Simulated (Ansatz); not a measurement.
Start from `[SH][SbH2]` and change one atom or group to get `C[S][SbH2]`.

Ansatz, PBE0-D4/def2-TZVP geometries, multiplicity 1. 

Elements past krypton have def2 core potentials.

```tsv
property	`[SH][SbH2]`
HOMO energy (B3LYP/def2-TZVPP) / eV	-7.03
size of the dipole moment (ωB97M-V/def2-TZVPP) / D	1.65
LUMO energy (B3LYP/def2-TZVPP) / eV	-1.44
zero-point energy (PBE0-D4/def2-TZVP) / kJ/mol	59.7
LUMO energy (PBE/def2-TZVPP) / eV	-1.98
HOMO–LUMO gap (PBE0/def2-TZVPP) / eV	6.07
```

Question: What does the change do to each property? (Best estimate.)

Answer: Computed: 
```tsv
property	`C[S][SbH2]`	shift
HOMO energy (B3LYP/def2-TZVPP) / eV	-6.47	0.56
size of the dipole moment (ωB97M-V/def2-TZVPP) / D	1.70	0.05
LUMO energy (B3LYP/def2-TZVPP) / eV	-1.25	0.19
zero-point energy (PBE0-D4/def2-TZVP) / kJ/mol	137.5	77.8
LUMO energy (PBE/def2-TZVPP) / eV	-1.79	0.19
HOMO–LUMO gap (PBE0/def2-TZVPP) / eV	5.67	-0.40
```

With PBE0 the HOMO rises by 0.58 eV and the LUMO rises by 0.18 eV, so the gap narrows by about 0.40 eV. PBE moves the HOMO by 0.56 eV and ωB97M-V by 0.58 eV. The zero-point energy changes by 77.8 kJ/mol with +9 modes. Dipoles are sizes alone; their direction can turn.

B3LYP here is the variant with VWN-RPA as its local correlation; programs differ in this.

Spin–orbit coupling is left out; it splits and shifts lone-pair levels of the heavy atoms by tenths of an eV.
